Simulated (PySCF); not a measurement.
## A thermochemical cycle for BeCl

PBE0 in PySCF with def2-SVP on every atom, for the lowest determinant that a PBE0 search found; no spin–orbit coupling. BeCl, a doublet (σ ↑), has De = 4.17 eV to neutral atoms, and BeCl⁺, a singlet (closed shell), has De = 4.23 eV to Be⁺ + Cl.

At the same level the Be atom ionises at 8.94 eV.

What is the adiabatic ionisation energy of the molecule, and does ionisation strengthen or weaken the bond?

IE = IE(Be) + De(neutral) − De(ion) = 8.94 + 4.17 − 4.23 = 8.88 eV. De changes by +0.06 eV, so ionisation strengthens the bond.

For an ion De counts to the pair picked by the measured ionisation energies or electron affinities, which need not be the lowest pair at this level. States were picked by a PBE0 search and need not be the measured ground states.
